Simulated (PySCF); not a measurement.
Isomers of C6H7FN2. Computed with TDDFT PBE0/def2-SVPD, vertical, gas phase, core orbitals frozen in the response in PySCF. Geometries: GFN2-xTB; one conformer of each isolated species. Triplets are in the Tamm–Dancoff approximation.

A. `CCc1cnc(F)cn1`
B. `Cc1cc(F)c(C)nn1`
C. `[H]/N=C1\CCC[C@]1(F)C#N`

Lowest singlet levels (six at most, fewer where fewer were computed) with oscillator strengths:

1. 343 nm (f 0.003); 294 nm (f 0.000); 225 nm (f 0.039); 209 nm (f 0.000); 196 nm (f 0.020); 193 nm (f 0.047); T1 2.86 eV
2. 266 nm (f 0.004); 189 nm (f 0.001); 179 nm (f 0.004); 175 nm (f 0.078); 172 nm (f 0.044); 166 nm (f 0.013); T1 3.94 eV
3. 288 nm (f 0.004); 239 nm (f 0.061); 239 nm (f 0.059); 216 nm (f 0.000); 195 nm (f 0.169); 184 nm (f 0.000); T1 3.62 eV

Question: Match each spectrum to its molecule.

Answer: 1 = B, 2 = C, 3 = A.
- A: S1 at 4.30 eV, HOMO→LUMO (54%), HOMO-1→LUMO (46%); Löwdin shares by element: HOMO carbon 38% or more, nitrogen 22% or more (atoms not listed hold the other 40%); LUMO nitrogen 47%, carbon 31% or more (atoms not listed hold the other 22%); HOMO -7.72 and LUMO -1.70 eV.
- B: S1 at 3.61 eV, HOMO→LUMO (99%); Löwdin shares by element: HOMO nitrogen 77%, carbon 15% or more; LUMO carbon 38% or more, nitrogen 37% (atoms not listed hold the other 26%); HOMO -6.69 and LUMO -1.39 eV; point group Cs, 2 of its 6 listed states under f = 0.0005.
- C: S1 at 4.66 eV, HOMO→LUMO (97%); Löwdin shares by element: HOMO nitrogen 54% or more, carbon 21% or more, hydrogen 7% or more (atoms not listed hold the other 18%); LUMO nitrogen 34%, carbon 33% or more (atoms not listed hold the other 33%); HOMO -7.96 and LUMO -1.49 eV.
